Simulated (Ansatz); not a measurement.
Geometry optimisation, Ansatz 0.2.0, RKS B3LYP-D4/STO-3G.

input.yaml

```yaml
crystal:
  periodic: [false, false, false]
  atoms:
    - { symbol: C, position_ang: [-0.2316, 1.3517, 0.0373] }
    - { symbol: C, position_ang: [0.4988, 0.1255, -0.3065] }
    - { symbol: B, position_ang: [0.7001, -0.8246, 0.9175] }
    - { symbol: Si, position_ang: [-0.4302, -1.2965, -0.6323] }
    - { symbol: H, position_ang: [0.4003, 2.1245, 0.4896] }
    - { symbol: H, position_ang: [-0.6704, 1.8582, -0.9148] }
    - { symbol: H, position_ang: [-1.1091, 1.2043, 0.7136] }
    - { symbol: H, position_ang: [1.4297, 0.2719, -0.9652] }
    - { symbol: H, position_ang: [1.2412, -1.0537, 2.0127] }
    - { symbol: H, position_ang: [0.1122, -2.4601, -1.2776] }
    - { symbol: H, position_ang: [-1.8757, -1.3583, -0.0537] }
basis:
  gaussian: { orbitals: STO-3G }
hamiltonian:
  xc: b3lyp
  dispersion: d4
relax:
  f_tol: 0.02
  max_steps: 40
scf:
  lower_state_search: "off"
```

Command:

```bash
$ ansatz run input.yaml --threads 1 --pin off --max-ram 2048MiB --backend cpu --events-out ev --progress --plain --runs-dir out
```

Where does it end, and by what steps?

The run converged. Limits of this set-up: minimal basis. After 16 steps the energy has fallen by 1.452 eV; H11 moved furthest, 0.65 Å.

```csv
step,energy less start (eV),largest force component (eV/Å),accepted
0,0.0000,5.300,yes
1,-1.2377,1.780,yes
2,-1.3600,1.024,yes
3,-1.3732,0.300,yes
4,-1.3885,0.260,yes
5,-1.4023,0.163,yes
6,-1.4088,0.102,yes
7,-1.4147,0.447,yes
8,-1.4222,0.248,yes
9,-1.4324,0.158,yes
10,-1.4410,0.154,yes
11,-1.4452,0.211,yes
12,-1.4485,0.186,yes
13,-1.4507,0.098,yes
14,-1.4517,0.029,yes
15,-1.4518,0.035,yes
16,-1.4521,0.014,yes
```

```xyz
11
Properties=species:S:1:pos:R:3
C -0.142 1.528 0.065
C 0.427 0.111 -0.176
B 0.727 -0.884 0.938
Si -0.337 -1.674 -0.390
H 0.670 2.249 0.261
H -0.705 1.888 -0.813
H -0.821 1.542 0.932
H 1.083 0.091 -1.060
H 0.785 -0.782 2.101
H 0.110 -2.147 -1.677
H -1.733 -1.978 -0.161
```

Whether the end is a true minimum wasn't checked by a vibrational analysis.

Run time: 2 min on 1 thread of Intel(R) Xeon(R) Processor @ 2.50GHz (Skylake/Cascade Lake) (shared host), peak memory 0.12 GiB.
